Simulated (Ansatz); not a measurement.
`BCBN` and `[BH2][GeH2][BH]N` differ in one element.

Ansatz, PBE0-D4/def2-TZVP geometries, multiplicity 1. Each molecule was computed in one conformer, which needn't be the lowest.

Scalar relativity is left out up to krypton.

```
                                                                                  property  `BCBN`
                                                     HOMO–LUMO gap (B3LYP/def2-TZVPP) / eV    6.69
                                                      HOMO–LUMO gap (PBE0/def2-TZVPP) / eV    7.13
                                                       HOMO–LUMO gap (PBE/def2-TZVPP) / eV    4.83
ideal-gas entropy at 298 K and 1 bar (rigid rotor, harmonic PBE0-D4/def2-TZVP) / J/(mol·K)     314
                                                         LUMO energy (PBE/def2-TZVPP) / eV   -2.19
                                          size of the dipole moment (B3LYP/def2-TZVPP) / D    2.10
```

Problem. Give the same properties after the change, and the shifts. (Best estimate.)

Solution. Ansatz gave: 
| property | `[BH2][GeH2][BH]N` | shift |
| --- | --- | --- |
| HOMO–LUMO gap (B3LYP/def2-TZVPP) / eV | 4.98 | -1.71 |
| HOMO–LUMO gap (PBE0/def2-TZVPP) / eV | 5.38 | -1.75 |
| HOMO–LUMO gap (PBE/def2-TZVPP) / eV | 3.33 | -1.50 |
| ideal-gas entropy at 298 K and 1 bar (rigid rotor, harmonic PBE0-D4/def2-TZVP) / J/(mol·K) | 351 | 37 |
| LUMO energy (PBE/def2-TZVPP) / eV | -3.01 | -0.82 |
| size of the dipole moment (B3LYP/def2-TZVPP) / D | 2.42 | 0.32 |

With PBE0 the HOMO rises by 0.90 eV and the LUMO falls by 0.85 eV, so the gap narrows by about 1.75 eV. PBE moves the HOMO by 0.69 eV and ωB97M-V by 1.14 eV. Dipoles are sizes alone; their direction can turn. Modes under 60 cm⁻¹, often nearly free rotors, make the harmonic entropy too high.

B3LYP here is the variant with VWN-RPA as its local correlation; programs differ in this.
